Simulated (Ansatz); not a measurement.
Isolated molecules relaxed with PBE0-D4/def2-TZVP in Ansatz; ΔE leaves out vibrations. CBS: MP2 limit from def2 TZ/QZ plus the TZ coupled-cluster correction, frozen cores. DFT in def2-TZVPP. B3LYP here is the variant with VWN-RPA as its local correlation; programs differ in this. For Mg outer-core shells are correlated without core-valence functions, which leaves a few kJ/mol of doubt a bond. Each species was taken in one conformer, which may not be the lowest.

`[CH3][Mg][O][SiH3]` + `OBOCO` → `[OH][Mg][O][SiH3]` + `CBOCO`  (redistribution)

(1) Is it downhill or uphill in electronic energy at CCSD(T)/CBS, and by how much? (Estimate.)

(2) What do these levels give: PBE-D4, PBE0-D4, B3LYP-D4, ωB97X-V, B2PLYP, B3LYP, MP2/def2-TZVPP, CCSD/def2-TZVPP, HF/def2-QZVPP, HF/CBS(def2), MP2/CBS(def2), CCSD/CBS(def2)? (Estimate.)

Largest T1 diagnostic among the species: 0.013.

Results:

(1) Computed: Nearly level: ΔE = -2.3 kJ/mol.

(2) The calculation gave: PBE-D4 6.6, PBE0-D4 3.5, B3LYP-D4 0.4, ωB97X-V -3.1, B2PLYP -0.8, B3LYP 1.5, MP2/def2-TZVPP -3.5, CCSD/def2-TZVPP -0.8, HF/def2-QZVPP -5.9, HF/CBS(def2) -6.1, MP2/CBS(def2) -7.4, CCSD/CBS(def2) -4.6 kJ/mol.

From PBE to PBE0 (25 % exact exchange), in def2-TZVPP and without D4, ΔE moves by −3.2 kJ/mol.
